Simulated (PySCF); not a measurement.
# Broadened absorption spectrum of C7H13F

C7H13F.
Atom-mapped SMILES: `[CH3:1][C:2]([CH3:3])=[C:4]([CH3:5])[CH2:6][CH2:7][F:8]` (hydrogens: H9, H10, H11 on C1; H12, H13, H14 on C3; H15, H16, H17 on C5; H18, H19 on C6; H20, H21 on C7)

Structure used (PBE0-D3(BJ)/def2-SVP), in Å, numbered top down from 1:
```xyz
21
C7H13F angstrom
C     -2.0801   -0.4204    1.1030
C     -1.0341    0.1289    0.1671
C     -1.4252    1.3886   -0.5475
C      0.1554   -0.4906    0.0208
C      0.4851   -1.7322    0.8099
C      1.2395   -0.0027   -0.9064
C      2.2563    0.8590   -0.1833
F      3.2722    1.2215   -1.0340
H     -2.2152   -1.5070    0.9850
H     -1.8121   -0.2446    2.1598
H     -3.0566    0.0566    0.9350
H     -2.3156    1.2202   -1.1781
H     -1.7074    2.1691    0.1799
H     -0.6325    1.8006   -1.1842
H     -0.0284   -2.6199    0.3990
H      1.5631   -1.9499    0.7847
H      0.1877   -1.6532    1.8667
H      0.8339    0.5727   -1.7507
H      1.7702   -0.8663   -1.3413
H      2.6944    0.3167    0.6736
H      1.7761    1.7738    0.2055
```

The calculation used PySCF 2.14.0, density-fitted response routines, TDDFT wB97X-D/def2-SVPD, vertical, gas phase, core orbitals frozen in the response.

Broadening: Gaussians 0.25 eV wide at half height, area fixed by f = 4.319×10⁻⁹ ∫ε dν̃. The width is an assumption, not a result. The curve ends short of the highest state used, and states not computed would add to its high-energy end.

| E (eV) | ε (L mol⁻¹ cm⁻¹) |
| --- | --- |
| 6.04 | 16 |
| 6.12 | 178 |
| 6.19 | 919 |
| 6.26 | 3070 |
| 6.33 | 6645 |
| 6.40 | 9375 |
| 6.47 | 9075 |
| 6.54 | 8367 |
| 6.61 | 13580 |
| 6.68 | 26371 |
| 6.75 | 37217 |
| 6.83 | 32926 |
| 6.90 | 18592 |
| 6.97 | 6798 |
| 7.04 | 1610 |
| 7.11 | 251 |
| 7.18 | 52 |
| 7.25 | 111 |
| 7.32 | 278 |
| 7.39 | 463 |
| 7.47 | 516 |
| 7.54 | 440 |
| 7.61 | 410 |
| 7.68 | 477 |
| 7.75 | 714 |
| 7.82 | 1454 |
| 7.89 | 2814 |
| 7.96 | 3905 |
| 8.03 | 3604 |
| 8.10 | 2219 |

(1) Locate the maxima and give the states behind the curve.

(2) On this curve, what absorbance would a 10⁻³ mol/L sample give at 193 nm over a 1 cm path?

(3) Coming from long wavelengths, where does ε first pass 100 L mol⁻¹ cm⁻¹?

## Answers

(1) 193 nm (6.43 eV), ε about 9600, made up of S1 (98%); 183 nm (6.77 eV), ε about 38000, made up of S2 (100%); 166 nm (7.45 eV), ε about 520, made up of S3 (94%); 155 nm (7.98 eV), ε about 4000, made up of S6 (99%) (ε in L mol⁻¹ cm⁻¹; maxima over ε = 5, shares over 10%). The states used: S1 6.42 eV (f 0.088); S2 6.77 eV (f 0.353); S3 7.43 eV (f 0.0046); S4 7.68 eV (f 0.0027); S5 7.76 eV (f 0.0010); S6 7.98 eV (f 0.037); S7 8.17 eV (f 0.0009); S8 8.37 eV (f 0.0054); S9 8.57 eV (f 0.048); S10 8.70 eV (f 0.0017).

(2) 193 nm is 6.424 eV, where ε is about 9600 L mol⁻¹ cm⁻¹, so A = ε c l ≈ 9.6 (Beer–Lambert, with the gas-phase spectrum and the assumed width).

(3) At about 203 nm (6.10 eV), 0.32 eV below S1.

The vertical ionisation energy is 8.44 eV (ΔSCF), so S9 and higher lie in the continuum; a finite Gaussian basis only mimics such states.

One conformer stands for the species.
